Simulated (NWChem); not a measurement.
System: C4H6S; SMILES C1=CSCC1

NWChem input:

```
start job
memory heap 200 mb stack 900 mb global 1100 mb
geometry units angstroms noautoz
  C      0.880046    -1.176853     0.104800
  C      1.265589     0.102135     0.022949
  S     -0.032572     1.256993    -0.252360
  C     -1.272972    -0.045065     0.113707
  C     -0.589720    -1.392884    -0.131748
  H      1.580775    -2.002903     0.244861
  H      2.290846     0.472326     0.087952
  H     -1.566814     0.063016     1.169902
  H     -2.160305     0.115742    -0.513496
  H     -0.746436    -1.729893    -1.174987
  H     -1.020491    -2.172171     0.517425
end
basis spherical
  * library 6-31+g*
end
dft
  xc b3lyp
  iterations 150
  mulliken
end
task dft energy
```

Excerpt of the output:

```
             Northwest Computational Chemistry Package (NWChem) 7.3.0
             --------------------------------------------------------

 C1  symmetry detected

                             Geometry "geometry" -> ""
                             -------------------------

 Output coordinates in angstroms (scale by  1.889725989 to convert to a.u.)

  No.       Tag          Charge          X              Y              Z
 ---- ---------------- ---------- -------------- -------------- --------------
    1 C                    6.0000     0.86656642    -1.20046719     0.05186582
    2 C                    6.0000     1.27855217     0.07265743     0.07583925
    3 S                   16.0000     0.00169910     1.27342697    -0.07420328
    4 C                    6.0000    -1.26087539    -0.03034732     0.19788217
    5 C                    6.0000    -0.61109052    -1.36489703    -0.17689003
    6 H                    1.0000     1.55124358    -2.04971580     0.10655408
    7 H                    1.0000     2.31252584     0.41476689     0.15507470
    8 H                    1.0000    -1.53567279    -0.00981713     1.26448303
    9 H                    1.0000    -2.15423256     0.20310728    -0.39710881
   10 H                    1.0000    -0.79147313    -1.60540230    -1.24277085
   11 H                    1.0000    -1.04849259    -2.18944584     0.40883700

 Effective nuclear repulsion energy (a.u.)     216.9021845520

                                 NWChem DFT Module
                                 -----------------

 Summary of "ao basis" -> "ao basis" (spherical)
 ------------------------------------------------------------------------------
       Tag                 Description            Shells   Functions and Types
 ---------------- ------------------------------  ------  ---------------------
 C                          6-31+g*                  8       18   4s3p1d
 S                          6-31+g*                 10       22   5s4p1d
 H                          6-31+g*                  2        2   2s

            General Information
            -------------------
          SCF calculation type: DFT
          Wavefunction type:  closed shell.
          No. of atoms     :    11
          No. of electrons :    46
           Alpha electrons :    23
            Beta electrons :    23
          Charge           :     0
          Spin multiplicity:     1
          Use of symmetry is: off; symmetry adaption is: off
          Maximum number of iterations: 150
          AO basis - number of functions:   106
                     number of shells:    54
          Convergence on energy requested:  1.00D-06
          Convergence on density requested:  1.00D-05
          Convergence on gradient requested:  5.00D-04

              XC Information
              --------------
                         B3LYP Method XC Potential
                     Hartree-Fock (Exact) Exchange  0.200
                        Slater Exchange Functional  0.800 local
                    Becke 1988 Exchange Functional  0.720 non-local
              Lee-Yang-Parr Correlation Functional  0.810
                  VWN I RPA Correlation Functional  0.190 local

             Grid Information
             ----------------
          Grid used for XC integration:  medium
          Radial quadrature: Mura-Knowles
          Angular quadrature: Lebedev.
          Tag              B.-S. Rad. Rad. Pts. Rad. Cut. Ang. Pts.
          ---              ---------- --------- --------- ---------
          C                   0.70       49          12.0       434
          S                   1.00       88          12.0       590
          H                   0.35       45          12.0       434
          Grid pruning is: on
          Number of quadrature shells:   554
          Spatial weights used:  Erf1

      Superposition of Atomic Density Guess
      -------------------------------------

 Sum of atomic energies:        -551.09961237

      Non-variational initial energy
      ------------------------------

 Total energy =    -554.263489
 1-e energy   =   -1184.839730
 2-e energy   =     413.674056
 HOMO         =      -0.223951
 LUMO         =       0.018432

     ---------------------------------------------
      Total Density - Mulliken Population Analysis
     ---------------------------------------------

    Atom       Charge   Shell Charges
 -----------   ------   -------------------------------------------------------
    1 C    6     6.14   2.00  0.74  1.97  0.55  0.96 -0.16  0.05  0.04
    2 C    6     6.30   2.00  0.73  1.83  0.62  1.08 -0.05  0.06  0.04
    3 S   16    15.94   2.00  2.00  5.98  1.32  2.97  0.51  1.07  0.00  0.04  0.05
    4 C    6     6.61   2.00  0.70  1.86  0.71  1.18  0.14 -0.02  0.04
    5 C    6     6.71   2.00  0.71  1.98  0.66  1.09  0.25 -0.01  0.04
    6 H    1     0.72   0.46  0.26
    7 H    1     0.71   0.46  0.26
    8 H    1     0.72   0.47  0.24
    9 H    1     0.71   0.47  0.24
   10 H    1     0.72   0.47  0.25
   11 H    1     0.71   0.47  0.25

   convergence    iter        energy       DeltaE   RMS-Dens  Diis-err
 ---------------- ----- ----------------- --------- --------- ---------
 d= 0,ls=0.0,diis     1   -554.1539190638 -7.71D+02  1.11D-02  4.26D-01
 d= 0,ls=0.0,diis     2   -554.1901759899 -3.63D-02  6.21D-03  1.16D-01
 d= 0,ls=0.0,diis     3   -554.1939732255 -3.80D-03  2.64D-03  8.70D-02
 d= 0,ls=0.0,diis     4   -554.2048856017 -1.09D-02  8.78D-04  2.76D-03
 d= 0,ls=0.0,diis     5   -554.2052178081 -3.32D-04  2.77D-04  4.82D-04
  Resetting Diis
 d= 0,ls=0.0,diis     6   -554.2052832869 -6.55D-05  4.02D-05  1.50D-06
 d= 0,ls=0.0,diis     7   -554.2052834200 -1.33D-07  2.48D-05  4.28D-07
 d= 0,ls=0.0,diis     8   -554.2052833526  6.74D-08  1.47D-05  8.96D-07
 d= 0,ls=0.0,diis     9   -554.2052834801 -1.27D-07  1.90D-06  2.50D-09

         Total DFT energy =     -554.205283480064
      One electron energy =    -1189.284887999698
           Coulomb energy =      467.836881466320
    Exchange-Corr. energy =      -49.659461498690
 Nuclear repulsion energy =      216.902184552003

 Numeric. integr. density =       45.999982303353

                       DFT Final Molecular Orbital Analysis
                       ------------------------------------

 Vector   21  Occ=2.000000D+00  E=-3.297000D-01
              MO Center=  6.7D-03,  6.9D-01, -6.8D-02, r^2= 3.0D+00
   Bfn.  Coefficient  Atom+Function         Bfn.  Coefficient  Atom+Function
  ----- ------------  ---------------      ----- ------------  ---------------
    44      0.496817   3 S  py               46      0.242749   3 S  s
    62     -0.197850   4 C  py               40     -0.190763   3 S  py
    45     -0.191313   3 S  pz               42      0.179664   3 S  s
    80      0.154326   5 C  py               48      0.149401   3 S  py
    22     -0.140846   2 C  py               21      0.128178   2 C  px

 Vector   22  Occ=2.000000D+00  E=-3.078022D-01
              MO Center=  4.8D-01,  1.8D-01,  5.8D-02, r^2= 2.9D+00
   Bfn.  Coefficient  Atom+Function         Bfn.  Coefficient  Atom+Function
  ----- ------------  ---------------      ----- ------------  ---------------
    23      0.338328   2 C  pz               45      0.339760   3 S  pz
    44      0.239369   3 S  py                5      0.219500   1 C  pz
    27      0.219360   2 C  pz               49      0.156563   3 S  pz
    86     -0.131926   5 C  s                41     -0.130096   3 S  pz
     9      0.120854   1 C  pz              106     -0.117773  11 H  s

 Vector   23  Occ=2.000000D+00  E=-2.072597D-01
              MO Center=  2.5D-01,  3.3D-01, -2.6D-02, r^2= 3.3D+00
   Bfn.  Coefficient  Atom+Function         Bfn.  Coefficient  Atom+Function
  ----- ------------  ---------------      ----- ------------  ---------------
    45      0.553465   3 S  pz               49      0.335703   3 S  pz
     5     -0.310768   1 C  pz                9     -0.233873   1 C  pz
    41     -0.206058   3 S  pz               23     -0.195017   2 C  pz
   100     -0.136633   8 H  s               104     -0.129479  10 H  s
    27     -0.128580   2 C  pz               13     -0.107514   1 C  pz

 Vector   24  Occ=0.000000D+00  E=-1.107927D-03
              MO Center=  5.0D-01, -7.6D-02, -9.1D-03, r^2= 5.6D+00
   Bfn.  Coefficient  Atom+Function         Bfn.  Coefficient  Atom+Function
  ----- ------------  ---------------      ----- ------------  ---------------
    68      1.494881   4 C  s                50     -1.150452   3 S  s
    10      0.885560   1 C  s                31     -0.739149   2 C  pz
    13      0.724121   1 C  pz               28     -0.712114   2 C  s
    51      0.674803   3 S  px               69      0.656985   4 C  px
    70      0.570683   4 C  py               86     -0.551696   5 C  s

 Vector   25  Occ=0.000000D+00  E= 2.847274D-03
              MO Center= -1.1D+00, -1.8D-01,  2.6D-01, r^2= 9.2D+00
   Bfn.  Coefficient  Atom+Function         Bfn.  Coefficient  Atom+Function
  ----- ------------  ---------------      ----- ------------  ---------------
    50      3.391735   3 S  s                68     -3.219654   4 C  s
    69     -1.150337   4 C  px               52     -0.901009   3 S  py
    10      0.817589   1 C  s                51     -0.791208   3 S  px
    64     -0.656092   4 C  s                13      0.580927   1 C  pz
    70     -0.547371   4 C  py               31     -0.431853   2 C  pz

 Vector   26  Occ=0.000000D+00  E= 1.020866D-02
              MO Center=  1.1D+00, -2.4D-01, -5.4D-02, r^2= 1.1D+01
   Bfn.  Coefficient  Atom+Function         Bfn.  Coefficient  Atom+Function
  ----- ------------  ---------------      ----- ------------  ---------------
    28      3.843417   2 C  s                50     -3.663512   3 S  s
    86      2.954742   5 C  s                10     -2.500407   1 C  s
    68     -1.682671   4 C  s                29     -1.554228   2 C  px
    52      0.870117   3 S  py               51     -0.859279   3 S  px
    88      0.733501   5 C  py               11      0.603714   1 C  px

     ---------------------------------------------
      Total Density - Mulliken Population Analysis
     ---------------------------------------------

    Atom       Charge   Shell Charges
 -----------   ------   -------------------------------------------------------
    1 C    6     5.99   2.00  0.69  2.06  0.50  0.78 -0.13  0.06  0.04
    2 C    6     6.29   2.00  0.69  2.03  0.60  0.95 -0.09  0.08  0.04
    3 S   16    15.88   2.00  2.00  5.97  1.37  3.04  0.47  0.85  0.06  0.06  0.07
    4 C    6     6.59   2.00  0.67  2.06  0.70  1.00  0.12 -0.01  0.04
    5 C    6     6.53   2.00  0.67  2.11  0.63  0.89  0.21 -0.01  0.04
    6 H    1     0.81   0.53  0.29
    7 H    1     0.79   0.52  0.27
    8 H    1     0.76   0.53  0.23
    9 H    1     0.77   0.53  0.24
   10 H    1     0.79   0.53  0.26
   11 H    1     0.79   0.53  0.26

     -------------------------------------------
      Total Density - Lowdin Population Analysis
     -------------------------------------------

    Atom       Charge   Shell Charges
 -----------   ------   -------------------------------------------------------
    1 C    6     6.29   1.99  0.52  1.86  0.35  1.20  0.08  0.20  0.08
    2 C    6     6.38   1.99  0.55  1.84  0.38  1.25  0.08  0.21  0.09
    3 S   16    15.72   2.00  1.99  5.89  1.00  2.75  0.43  1.29  0.09  0.19  0.08
    4 C    6     6.48   1.99  0.55  1.88  0.40  1.30  0.08  0.20  0.08
    5 C    6     6.37   1.99  0.52  1.90  0.36  1.25  0.08  0.18  0.09
    6 H    1     0.79   0.48  0.31
    7 H    1     0.78   0.48  0.31
    8 H    1     0.80   0.49  0.31
    9 H    1     0.80   0.49  0.31
   10 H    1     0.79   0.49  0.31
   11 H    1     0.80   0.49  0.31

     Multipole analysis of the density
     ---------------------------------

     L   x y z        total         alpha         beta         nuclear
     -   - - -        -----         -----         ----         -------
     0   0 0 0     -0.000000    -23.000000    -23.000000     46.000000

     1   1 0 0     -0.195292     -0.097646     -0.097646      0.000000
     1   0 1 0     -0.623815     -0.311908     -0.311908      0.000000
     1   0 0 1      0.058174      0.029087      0.029087      0.000000

     2   2 0 0    -25.325257    -88.676629    -88.676629    152.028001
     2   1 1 0      0.365738     -0.723584     -0.723584      1.812905
     2   1 0 1     -0.025245     -0.000985     -0.000985     -0.023275
     2   0 2 0    -29.124085   -117.396478   -117.396478    205.668871
     2   0 1 1      0.113905     -0.680575     -0.680575      1.475056
     2   0 0 2    -30.222123    -22.369382    -22.369382     14.516642
```

Level: B3LYP/6-31+G* (spherical d). All runs use the structure optimised with PBE0/def2-SVP.
